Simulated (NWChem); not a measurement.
# C3H7O anion

```xyz
11

C     -0.6470     0.0847     1.2680
C      0.1705    -0.3222     0.0000
C     -0.6470     0.0847    -1.2680
O      1.4136     0.1659     0.0000
H     -0.7405     1.1847     1.3038
H     -1.6611    -0.3634     1.2959
H     -0.0933    -0.2366     2.1640
H      0.1256    -1.4670     0.0000
H     -0.7405     1.1847    -1.3038
H     -1.6611    -0.3634    -1.2959
H     -0.0933    -0.2366    -2.1640
```
Atoms are numbered in this order, from 1.

Computed with NWChem. Pople sets run with spherical d functions. Sets without diffuse functions describe the anion's extra electron poorly. Geometry: optimised at B3LYP/def2-SVPD. No frequency run checked for a minimum. The highest occupied level is positive in some or all of these runs, so the extra electron may be held by the finite basis. Atomic charges in e: unrestrained fits to the electrostatic potential beside Mulliken populations; buried atoms are poorly determined by the fit.

For level Hartree-Fock/6-31G*:

```yaml
ESP C1: -0.19
Mulliken C1: -0.47
Mulliken C2: 0.38
ESP C3: -0.20
Mulliken C3: -0.47
ESP O4: -1.09
Mulliken O4: -0.94
```

**Question.** What are these values for level B3LYP/def2-SVP?

**Answer.** The ESP C1 is -0.08. The Mulliken C1 is 0.07, the Mulliken C2 is 0.17 and the ESP C3 comes out as -0.09. The Mulliken C3 comes out as 0.07 and the ESP O4 is -0.98. The Mulliken O4 is -0.62.
